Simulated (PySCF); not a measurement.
**Yb(68+): ionisation energy**

Yb(68+) 1s2 (1S) → Yb(69+) 1s1 (2S), as a difference of total energies. Computed with PySCF 2.14 in an even-tempered Gaussian basis (17 s from 190 bohr⁻², ratio 2.2; 7 p from 290 bohr⁻², ratio 2.4; 4 d from 870 bohr⁻², ratio 2.4; 3 f from 1300 bohr⁻², ratio 2.4; 3 g from 2000 bohr⁻², ratio 2.4), with the spin-free X2C one-electron Hamiltonian (Gaussian nucleus). Correlated levels: nothing frozen; virtual orbitals above 40 to 60 times the deepest correlated orbital energy dropped. The calculations carry no spin-orbit coupling.

| method | ionisation energy (eV) |
| --- | --- |
| UHF | 70287.7 |
| LDA | 70203.2 |
| PBE | 70290.3 |
| PBE0 | 70289.9 |
| r2SCAN | 70296.4 |
| revPBE | 70300.8 |
| M06 | 70306.8 |
| MP2 (all electrons) | 70289.6 |
| SCS-MP2 (all electrons) | 70290.0 |

For this ion Breit and QED terms and the two-electron picture change, all absent here, outweigh the differences among the correlated methods.

For comparison: 70123.04 ± 0.14 eV (theoretical estimate listed by NIST; NIST Atomic Spectra Database, ionization energies).
